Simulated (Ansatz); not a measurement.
Cartesian coordinates in Å:
```
F -0.6287 -1.4113 -1.3963
C -0.6152 -0.6825 -0.2352
C 0.7712 -0.4132 0.3963
Si -0.1559 1.0914 -0.0889
F -0.8979 2.0124 0.9775
H -1.3395 -1.0786 0.4753
H 0.9579 -0.8131 1.3876
H 1.5943 -0.6067 -0.2917
H 0.3140 1.9015 -1.2246
```

Charge 0, multiplicity 1.

Q: List the PBE0/def2-TZVPP orbital energies in eV (Ansatz). (Best estimate.)

A: The calculation gave: Occupied: -1803.73, -674.25, -673.79, -280.34, -278.45, -145.99, -100.70, -100.63, -100.62, -33.61, -33.55, -22.22, -17.28, -15.71, -14.55, -14.14, -13.06, -12.90, -12.78, -12.00, -11.32, -10.66, -8.53, -7.36. Lowest empty: 0.03, 0.48, 0.94, 1.74, 2.30, 2.68, 3.21, 4.42.
